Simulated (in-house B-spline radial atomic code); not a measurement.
The numbers below are computed, except where a source is named.
**Stopping and range of 120 keV Te in Ge**

The pair potential comes from two frozen, spherical free-atom densities (PBE, B-spline radial code, scalar-relativistic past argon): electrostatics plus the change in Thomas-Fermi kinetic and Dirac exchange energy where they overlap, the recipe behind the universal ZBL potential, which averages such potentials (from solid-state densities) over many pairs. It is written V = (Z1 Z2 e²/r) φ(r/a), with e² = 14.3996 eV·Å and a = 0.46850 Å/(Z1^0.23 + Z2^0.23); ZBL's fit is φ = 0.18175 e^(−3.1998x) + 0.50986 e^(−0.94229x) + 0.28022 e^(−0.4029x) + 0.02817 e^(−0.20162x). Where φ falls below 4e-4 it is continued as an exponential.

The target is taken as amorphous, with density 5.3234 g/cm³ (NSM archive of the Ioffe Institute); channelling is ignored. Masses: Te 127.6, Ge 72.63 u. Nuclear stopping is S_n = 4π a Z1 Z2 e² M1/(M1 + M2) × s_n(ε), with s_n integrated over impact parameters for each pair. Electronic stopping is Lindhard and Scharff's S_e = Z1^(1/6) 8π e² a0 Z1 Z2/(Z1^(2/3) + Z2^(2/3))^(3/2) × v/v0, with a0 = 0.529177 Å and v = v0 at 24.801 keV/u; it misses the oscillations with Z1 seen in experiment, which reach tens of per cent. Compounds add by atom fraction.

```json
{"target atom": "Ge", "a (Å)": "0.09967", "ε at this energy": "0.1811", "s_n, this pair": "0.3469", "s_n, ZBL potential": "0.3424"}
```

What are the atom density and the stopping powers at entry?

N = 5.3234 × 0.602214/72.63 = 0.04414 atoms/Å³. For Ge: S_n = 19130 × 0.3469 = 6634 eV·Å², S_e = 2.9415 × √120000 = 1019 eV·Å². Averaged over the target's atoms and times N × 10 Å/nm, the ion loses N S_n = 2930 eV/nm to recoils and N S_e = 450 eV/nm to electrons; the nuclear share is 87 %.

Along the track:

```json
{"E (keV)": "6", "N S_n (eV/nm)": "1330", "N S_e (eV/nm)": "101"}
{"E (keV)": "18", "N S_n (eV/nm)": "1990", "N S_e (eV/nm)": "174"}
{"E (keV)": "36", "N S_n (eV/nm)": "2410", "N S_e (eV/nm)": "246"}
{"E (keV)": "60", "N S_n (eV/nm)": "2680", "N S_e (eV/nm)": "318"}
{"E (keV)": "90", "N S_n (eV/nm)": "2840", "N S_e (eV/nm)": "390"}
{"E (keV)": "120", "N S_n (eV/nm)": "2930", "N S_e (eV/nm)": "450"}
```

Estimate the path length and the projected range.

With continuous slowing down the path is the integral of dE/(N (S_n + S_e)). Trapezoids over the table give 41.8 nm, and the stretch below the first row, with stopping taken as √E, adds 2E/(N S) = 8.4 nm: 50.1 nm in all, against 49.1 nm on a fine grid from 5 eV. Deflections shorten the depth: to first order in the energy passed on, N (S_n + S_e) dR_p/dE = 1 − N S_n (M2/M1) R_p/(2E), summed over the target's atoms, and integrating this on the fine grid gives R_p = 35 nm, 0.71 of the path. Lindhard's rule of thumb R/(1 + M2/3M1), with mean M2/M1 = 0.57, gives 41.3 nm. On the ZBL potential the same equation gives 35.5 nm, and the full integral equation, which keeps hard collisions, 37 nm.
